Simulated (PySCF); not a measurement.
**Question.** Write Cartesian coordinates for InChI=1S/CH4BNP2/c3-1-2(4)5/h4-5H2 as optimised with PBE0-D3(BJ)/def2-SVP.

**Answer.** 
```
atom  x, y, z in Å
N1     0.3983    2.8466    0.2463
C2     0.2187    1.7178    0.0371
B3    -0.0039    0.2170   -0.1935
P4     1.4003   -0.7604   -0.9961
P5    -1.7719   -0.4347   -0.0581
H6     1.2760   -2.0135   -0.3377
H7     2.5101   -0.2442   -0.2766
H8    -1.5510   -1.7201    0.5054
H9    -2.2023    0.2462    1.1116
```

Any rigid rotation of these coordinates is as good. Atoms count from 1 in this order. P4 (three-coordinate phosphorus) is pyramidal (angles 101.2°, 100.2° and 98.9°, sum 300.3°, 0.72 Å off the plane of its three neighbours). B3 (three-coordinate boron) is almost planar (angles 123.2°, 117.5° and 117.5°, sum 358.2°, 0.14 Å off the plane of its three neighbours).

Bonds between heavy atoms (Å): N1≡C2 1.162, C2–B3 1.535, B3–P4 1.890, B3–P5 1.889.

Theory: PBE0-D3(BJ)/def2-SVP geometry optimisation, gas phase (PySCF).

Point group: Cs (every atom within 0.08 Å of its image). PBE0-D3(BJ)/def2-SVP frequencies: not computed here. One conformer, not necessarily the lowest (C2–B3–P4–H 145° and 44°, C2–B3–P5–H -145° and -44°).
